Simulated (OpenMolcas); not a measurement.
## How basis sets differ on AlH2BrO (SMILES [OH][AlH][Br])

The species is AlH2BrO (5 atoms), meant as a singlet with charge 0. SMILES: `[OH][AlH][Br]`. Geometry: a GFN2-xTB relaxation, a rough one for these elements and not checked as a minimum. This is one conformer, not always the lowest.

Each level gives the HOMO–LUMO gap (eV). The values are calculated.

```tsv
level	kind	program	value (eV)
HF/STO-3G	Hartree–Fock	OpenMolcas	16.86
HF/3-21G	Hartree–Fock	OpenMolcas	13.15
HF/6-31G	Hartree–Fock	OpenMolcas	13.11
HF/def2-SVP	Hartree–Fock	OpenMolcas	13.56
```

All-electron rows without a relativistic Hamiltonian named are non-relativistic. The values span 13.11 to 16.86 eV. A Hartree–Fock LUMO above zero doesn't converge with the basis: it sinks as sets grow more diffuse. Orbital gaps aren't excitation energies.
